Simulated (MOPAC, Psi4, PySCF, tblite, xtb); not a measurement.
Dimer H2O ··· CS2 (SMILES O and S=C=S) at R = 3.09 Å between the centres of mass, closest contact 3.02 Å (lowest of the rigid-body minima from ten starts at GFN2-xTB). Geometry in Å and degrees:

```
O
H 1 0.9627
H 1 0.9627 2 105.25
C 1 3.0230 2 129.87 3 -169.76
S 4 1.5527 1 91.13 2 -8.34
S 4 1.5527 1 88.87 2 171.66
```

Computed with: GFN2-xTB (tblite); SAPT0/jun-cc-pVDZ, frozen core (Psi4); B3LYP/def2-TZVP, counterpoise-corrected (Psi4); B3LYP-D3(BJ)/def2-TZVP, counterpoise-corrected (Psi4); PBE/def2-TZVP, counterpoise-corrected (Psi4); PBE-D3(BJ)/def2-TZVP, counterpoise-corrected (Psi4); M06-2X/def2-TZVP, counterpoise-corrected (Psi4); HF/aug-cc-pVTZ, counterpoise-corrected (Psi4); MP2/aug-cc-pVTZ = DF-MP2/aug-cc-pVTZ, frozen core, counterpoise-corrected in Psi4 1.11; SCS-MP2/aug-cc-pVTZ = DF-SCS-MP2/aug-cc-pVTZ, frozen core, counterpoise-corrected (Psi4); PM7, restricted, heats of formation (MOPAC); PM3, restricted, heats of formation (MOPAC); GFN1-xTB (xtb); RKS-B3LYP/6-31G* = PySCF 2.14.0 with restricted B3LYP/6-31G*, spherical d, no counterpoise correction; RKS-M06-2X/6-31G* = restricted M06-2X/6-31G*, spherical d, no counterpoise correction (PySCF); RKS-BP86/6-31G* = restricted BP86/6-31G*, spherical d, no counterpoise correction (PySCF); RMP2/6-31G* = restricted MP2 (frozen core)/6-31G*, spherical d, no counterpoise correction (PySCF 2.14.0).

Task: What interaction energy does each level give?

Result: 
```tsv
method	E_int / kcal/mol
RKS-M06-2X/6-31G*	-2.05
GFN2-xTB	-1.49
GFN1-xTB	-1.03
PM7	-0.98
RMP2/6-31G*	-0.96
M06-2X/def2-TZVP	-0.81
MP2/aug-cc-pVTZ	-0.70
SAPT0/jun-cc-pVDZ	-0.50
RKS-B3LYP/6-31G*	-0.46
B3LYP-D3(BJ)/def2-TZVP	-0.45
PBE-D3(BJ)/def2-TZVP	-0.42
SCS-MP2/aug-cc-pVTZ	-0.17
RKS-BP86/6-31G*	0.30
PBE/def2-TZVP	0.47
B3LYP/def2-TZVP	1.01
HF/aug-cc-pVTZ	1.35
PM3	1.77
```
